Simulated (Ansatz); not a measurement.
Stepwise reaction of `[OH][Ti]([OH])([Cl])[Cl]` with hydrogen fluoride, as a gas-phase model of exchange steps in deposition or etching. ΔE in kJ/mol; ΔG adds harmonic PBE0-D4 terms to CCSD(T)/CBS, at 1 bar.

Isolated molecules relaxed with PBE0-D4/def2-TZVP in Ansatz; ΔE leaves out vibrations. CBS: MP2 limit from def2 TZ/QZ plus the TZ coupled-cluster correction, frozen cores. This one scheme is used for every species. Functionals use def2-TZVPP. B3LYP here is the variant with VWN-RPA as its local correlation; programs differ in this. For Ti outer-core shells are correlated without core-valence functions, which leaves a few kJ/mol of doubt a bond. Scalar relativity is left out up to krypton. Each species was taken in one conformer, which may not be the lowest.

| step | reaction | PBE-D4 | B3LYP-D4 | ωB97M-V | CCSD(T)/CBS | ΔG(600 K) |
| --- | --- | --- | --- | --- | --- | --- |
| 1 | `[OH][Ti]([OH])([Cl])[Cl]` + H–F → `[OH][Ti]([F])([Cl])[Cl]` + H₂O | -42.5 | -39.7 | -40.4 | -32.9 | -31.3 |
| 2 | `[OH][Ti]([F])([Cl])[Cl]` + H–F → `[F][Ti]([F])([Cl])[Cl]` + H₂O | -40.9 | -37.1 | -37.7 | -30.1 | -18.1 |

(1) By hand: ΔE of the 2 steps together at CCSD(T)/CBS.

Results:

(1) (-32.9) + (-30.1) = -63.0 kJ/mol, or -31.5 kJ/mol a step.

In ΔE the steps differ by no more than 2.8 kJ/mol. All are downhill at CCSD(T)/CBS. ΔG lies between -31.3 and -18.1 kJ/mol a step. PBE-D4 differs from CCSD(T)/CBS by -10.8 to -9.6 kJ/mol a step. Isolated molecules leave out the surface, adducts and barriers. Largest T1 diagnostic: 0.024.
